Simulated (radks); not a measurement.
Question: These are the eigenvalues of the occupied orbitals of an atom or ion with whole-number occupations (hartree). All-electron calculation, Dirac Kohn-Sham, PBE, spin-unpolarised, spherical densities, finite nucleus; Fermi nuclear charge, rms radius of each element as measured or else 0.836 A^(1/3) + 0.57 fm. Program: a radial shooting solver on a logarithmic mesh with Libxc functionals.

1s1/2: -460.8859
2s1/2: -60.64325
2p1/2: -54.55862
2p3/2: -53.02522
3s1/2: -9.16644
3p1/2: -7.07917
3p3/2: -6.85228
3d3/2: -3.26209
3d5/2: -3.22539
4s1/2: -1.18551
4p1/2: -0.71556
4p3/2: -0.69342

Which element is it, and in what charge state? The configuration may be excited. Open shells, if any, are shared by 2j + 1.

Answer: Z = 34, selenium, charge +1: Se+ in [Ar] 3d8 4s2 4p5. The list shows which subshells hold electrons but not how many an open one holds; the 1s level, -460.89 hartree, gives Z - s = 30.4 by -(Z - s)^2/2, which with screening and relativity narrows Z to a few neighbours, and the depths of the outer levels then fix element, charge and occupations together.
